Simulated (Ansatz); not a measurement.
A set of 12 reactions (substitution), with CCSD(T)/CBS values in kJ/mol:

| reaction | ΔE |
| --- | --- |
| `C#CCCCCCCC` + `O[Si](O)(O)O` → `CCO[Si](O)(O)O` + `C#CCCCCC` | 42.7 |
| `BCBO` + `[NH2][GeH3]` → `BC[NH][GeH3]` + `BO` | 112.7 |
| `N=C[SiH](N)N` + H₂S → `N=CS` + `N[SiH2]N` | 21.4 |
| `CN(C)B(F)S` + `NBOCF` → `CNBOCF` + `CNB(F)S` | 16.5 |
| `CBI` + `S[SiH2][GeH3]` → `CS[SiH2][GeH3]` + `BI` | 66.7 |
| `CC[SiH](O)P` + `OC1NCS1` → `CN1CSC1O` + `C[SiH](O)P` | -22.0 |
| `FC(F)(F)C(F)(F)Br` + HCl → `FC(F)(F)Cl` + `FC(F)Br` | 26.5 |
| `C[Si]C` + `[OH][Cd][SH]` → `C[S][Cd][OH]` + `C[SiH]` | 71.8 |
| `[CH3][GeH2][GeH3]` + `C[SiH2][NH][AlH2]` → `C[SiH2][N](C)[AlH2]` + `[GeH3][GeH3]` | 76.8 |
| `CC[NH][SnH3]` + CH₃SH → `CCSC` + `[NH2][SnH3]` | -33.1 |
| `CCC(C)CC` + `F[SiH](S)S` → `CS[SiH](F)S` + `CCCCC` | 10.9 |
| `CC(C)[SiH](F)F` + `[NH2][Sn]([Cl])([Cl])[Cl]` → `CC(C)[NH][Sn]([Cl])([Cl])[Cl]` + `F[SiH2]F` | 51.8 |

Isolated molecules relaxed with PBE0-D4/def2-TZVP in Ansatz; ΔE leaves out vibrations. CCSD(T)/CBS is the MP2 limit (def2-TZVPP, def2-QZVPP) plus CCSD(T) − MP2 in def2-TZVPP, frozen cores. This one scheme is used for every species. DFT in def2-TZVPP. Elements past krypton have def2 core potentials. For Br, Cd, Ge, I, Sn outer-core shells are correlated without core-valence functions, which leaves a few kJ/mol of doubt a bond. Scalar relativity is left out up to krypton. One conformer a species, not always the lowest.

Question: Give the mean, mean absolute and largest difference (level minus CCSD(T)/CBS, kJ/mol) for: PBE-D4, r2SCAN-D4, PBE0-D4, ωB97X-V, ωB97M-V, B2PLYP, PBE, PBE0, HF/def2-TZVPP, HF/def2-QZVPP, MP2/def2-QZVPP, SCS-MP2/def2-QZVPP, MP2/CBS(def2), CCSD/CBS(def2). (Best estimate.)

Answer: The calculation gave: 
```json
{"level": "PBE-D4", "mean": "-5.1", "mean absolute": "6.5", "largest": "-14.4"}
{"level": "r2SCAN-D4", "mean": "-2.2", "mean absolute": "4.7", "largest": "-12.8"}
{"level": "PBE0-D4", "mean": "-2.5", "mean absolute": "4.3", "largest": "-9.1"}
{"level": "ωB97X-V", "mean": "-2.2", "mean absolute": "3.1", "largest": "-7.6"}
{"level": "ωB97M-V", "mean": "-0.6", "mean absolute": "2.6", "largest": "7.5"}
{"level": "B2PLYP", "mean": "-2.5", "mean absolute": "3.9", "largest": "-10.1"}
{"level": "PBE", "mean": "-4.9", "mean absolute": "7.5", "largest": "-18.8"}
{"level": "PBE0", "mean": "-2.4", "mean absolute": "5.3", "largest": "-13.0"}
{"level": "HF/def2-TZVPP", "mean": "-1.4", "mean absolute": "5.8", "largest": "-12.5"}
{"level": "HF/def2-QZVPP", "mean": "-1.4", "mean absolute": "5.8", "largest": "-12.8"}
{"level": "MP2/def2-QZVPP", "mean": "0.0", "mean absolute": "2.6", "largest": "-5.2"}
{"level": "SCS-MP2/def2-QZVPP", "mean": "-1.4", "mean absolute": "1.9", "largest": "-4.4"}
{"level": "MP2/CBS(def2)", "mean": "0.1", "mean absolute": "2.7", "largest": "5.2"}
{"level": "CCSD/CBS(def2)", "mean": "0.9", "mean absolute": "1.2", "largest": "3.0"}
```

The largest T1 diagnostic in the set is 0.015, for `[OH][Cd][SH]` (customary mark 0.02).

CCSD(T)/CBS is a level of theory with its own doubt, and the functionals carry their triple-zeta basis error, so these figures describe this set and don't rank the functionals.
